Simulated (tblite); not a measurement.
Compound: C5H9OPSi2.
SMILES with atom numbers: `[CH:1]#[C:2][C:3]#[C:4][CH2:5][Si@H:6]([PH2:7])[O:8][SiH3:9]` (hydrogens: H10 on C1; H11, H12 on C5; H13 on Si6; H14, H15 on P7; H16, H17, H18 on Si9)

Structure optimised with GFN2-xTB, isolated species.

Question: List the bond lengths, angles and torsions at this level.

Answer: 
```csv
bond,length (Å),order
C1≡C2,1.205,triple
C2–C3,1.358,single
C3≡C4,1.208,triple
C4–C5,1.434,single
C5–Si6,1.922,single
Si6–P7,2.247,single
Si6–O8,1.620,single
O8–Si9,1.627,single
C1–H10,1.048,single
C5–H11,1.092,single
C5–H12,1.094,single
Si6–H13,1.466,single
"P7–H14, P7–H15",1.384,single
"Si9–H16, Si9–H17, Si9–H18",1.460,single
```

Bonds in one row agree within 0.01 Å and their mean is given. Orders are formal, as drawn. A selection of angles:
```csv
angle,degrees
C2–C1–H10,179.7
C1–C2–C3,179.1
C2–C3–C4,178.4
C3–C4–C5,175.8
C4–C5–Si6,110.4
C4–C5–H11,109.6
C4–C5–H12,109.4
Si6–C5–H11,110.1
Si6–C5–H12,109.7
H11–C5–H12,107.5
C5–Si6–P7,111.2
C5–Si6–O8,105.6
C5–Si6–H13,110.3
P7–Si6–O8,110.0
P7–Si6–H13,112.9
O8–Si6–H13,106.5
Si6–P7–H14,95.1
H14–P7–H15,91.9
Si6–O8–Si9,152.1
O8–Si9–H16,102.6
O8–Si9–H17,107.6
H16–Si9–H17,113.0
H17–Si9–H18,111.9
```

Dihedral angles: C4–C5–Si6–P7 -55° (synclinal); C5–Si6–O8–Si9 154° (antiperiplanar).

The C–C distances run from 1.205 Å (C1≡C2, drawn triple) to 1.434 Å (C4–C5, drawn single), a spread of 0.229 Å. Si9 (oxygen-bound silicon) is distorted tetrahedral (angles from 102.6° to 113.3°). Si6 (oxygen-bound silicon) is distorted tetrahedral (angles from 105.6° to 112.9°). O8 (siloxane oxygen) is bent (angle 152.1°). P7 (three-coordinate phosphorus) is pyramidal (angles 95.1°, 94.7° and 91.9°, sum 281.7°, 0.84 Å off the plane of its three neighbours). Of the pairs four or more bonds apart, C4···H14 is among the closest relative to their van der Waals radii: 2.92 Å, 101 % of the sum of Bondi's values.

Point group: C1 (no symmetry element, even within 0.4 Å). GFN2-xTB frequencies show an imaginary mode (63i cm⁻¹), so the point is no minimum at that level. Torsions: C4–C5–Si6–P7 -55°, C5–Si6–P7–H 9° and 101°, C5–Si6–O8–Si9 154°.

All values are computed, not measured.
